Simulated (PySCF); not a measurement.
## `[H]/N=C\C#C[C@H]1C[Si@@H]1C`, C₆H₉NSi

Geometry:
```json
{"atom": "C1", "x (Å)": "-3.175", "y (Å)": "0.268", "z (Å)": "0.762"}
{"atom": "Si2", "x (Å)": "-1.587", "y (Å)": "-0.568", "z (Å)": "0.171"}
{"atom": "C3", "x (Å)": "-0.924", "y (Å)": "-0.200", "z (Å)": "-1.546"}
{"atom": "C4", "x (Å)": "-0.168", "y (Å)": "0.574", "z (Å)": "-0.440"}
{"atom": "C5", "x (Å)": "1.170", "y (Å)": "0.222", "z (Å)": "-0.187"}
{"atom": "C6", "x (Å)": "2.299", "y (Å)": "-0.163", "z (Å)": "0.025"}
{"atom": "C7", "x (Å)": "3.635", "y (Å)": "-0.508", "z (Å)": "0.308"}
{"atom": "N8", "x (Å)": "4.492", "y (Å)": "0.172", "z (Å)": "0.948"}
{"atom": "H9", "x (Å)": "-3.112", "y (Å)": "0.537", "z (Å)": "1.812"}
{"atom": "H10", "x (Å)": "-4.024", "y (Å)": "-0.398", "z (Å)": "0.645"}
{"atom": "H11", "x (Å)": "-3.382", "y (Å)": "1.172", "z (Å)": "0.197"}
{"atom": "H12", "x (Å)": "-1.196", "y (Å)": "-1.816", "z (Å)": "0.806"}
{"atom": "H13", "x (Å)": "-1.472", "y (Å)": "0.420", "z (Å)": "-2.243"}
{"atom": "H14", "x (Å)": "-0.329", "y (Å)": "-0.941", "z (Å)": "-2.061"}
{"atom": "H15", "x (Å)": "-0.341", "y (Å)": "1.645", "z (Å)": "-0.420"}
{"atom": "H16", "x (Å)": "3.963", "y (Å)": "-1.475", "z (Å)": "-0.070"}
{"atom": "H17", "x (Å)": "4.147", "y (Å)": "1.071", "z (Å)": "1.283"}
```

Method used: TDDFT PBE0/def2-SVPD circular dichroism and optical rotation, one conformer, gas phase (PySCF 2.14.0). Geometry: GFN2-xTB.

States above about 6.5 eV (minus the energy of the highest occupied orbital) lie near or above the ionisation threshold and depend on the basis.

**Question.** Draw the ECD and absorption spectra from the lowest 16 states, each a Gaussian of half-width 0.25 eV at 1/e height.

**Answer.** 
| E (eV) | λ (nm) | Δε (L mol⁻¹ cm⁻¹) | ε (L mol⁻¹ cm⁻¹) |
| --- | --- | --- | --- |
| 4.08 | 304 | +0.03 | 6.24 |
| 4.23 | 293 | +0.17 | 115 |
| 4.38 | 283 | +0.37 | 1260 |
| 4.53 | 274 | -1.08 | 7250 |
| 4.68 | 265 | -6.91 | 20900 |
| 4.83 | 257 | -16.16 | 29700 |
| 4.98 | 249 | -25.31 | 20900 |
| 5.13 | 242 | -26.86 | 7620 |
| 5.28 | 235 | -16.28 | 1670 |
| 5.43 | 228 | -5.60 | 440 |
| 5.58 | 222 | -2.45 | 673 |
| 5.73 | 216 | -1.44 | 1490 |
| 5.88 | 211 | +4.51 | 2130 |
| 6.03 | 206 | +14.73 | 2330 |
| 6.18 | 201 | +24.81 | 3420 |
| 6.33 | 196 | +28.90 | 5320 |
| 6.48 | 191 | +20.64 | 6650 |
| 6.63 | 187 | +11.83 | 9680 |
| 6.78 | 183 | +13.82 | 15300 |
| 6.93 | 179 | +19.38 | 17100 |

Δε uses R in velocity form, ε uses f in length form. Only the states computed contribute, so the short-wavelength end is incomplete.
